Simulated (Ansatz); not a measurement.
Ideal-gas functions of `[Br][Al]1[CH2][CH2]1` at 400 K and 1 bar, from an Ansatz frequency run at PBE0-D4/def2-TZVP.

Molar mass 134.94 g/mol, point group C2v (symmetry number 2), electronic degeneracy 1, moments of inertia 25.109, 368.052, 386.758 u Å². Harmonic wavenumbers (cm⁻¹, unscaled): 125, 147, 250, 317, 623, 672, 677, 834, 912, 964, 1002, 1173, 1399, 1412, 3098, 3105, 3159, 3178.

Use S(trans) = R[1.5 ln M + 2.5 ln T − 1.1517]; rotational temperatures θ = 24.2544 K / I; S(rot) = R[ln(√π/σ · √(T³/θAθBθC)) + 1.5]; for each mode x = 1.438777 ν̃/T, S = R[x/(eˣ − 1) − ln(1 − e⁻ˣ)] and H = RT x/(eˣ − 1); 1 cm⁻¹ = 0.0119627 kJ/mol; R = 8.31446 J/(mol·K).

Question: By hand: the entropy, in J/(mol·K).

Answer: Translation 176.1. Rotation: θ = 0.966, 0.0659, 0.0627 K, giving 109.2. Vibration, mode by mode: 15.03, 13.71, 9.47, 7.66, 3.15, 2.74, 2.71, 1.73, 1.38, 1.19, 1.07, 0.65, 0.33, 0.32, 0.00, 0.00, 0.00, 0.00, in all 61.1. Electronic 0.0. Sum 346.4 J/(mol·K).

Question: By hand: H − E and G − E in kJ/mol, counted from the electronic energy.

Answer: Zero-point energy ½ × 23047 × 0.0119627 = 137.9; thermal vibration 13.5; translation, rotation and pV give 4 RT = 13.3. H − E = 164.7 kJ/mol, and G − E = 164.7 − 400 × 346.4/1000 = 26.1 kJ/mol.

Vibration gives 18 % of the entropy, 28.7 J/(mol·K) of it from the modes under 150 cm⁻¹: soft modes count most, and the harmonic formula is weakest for them.
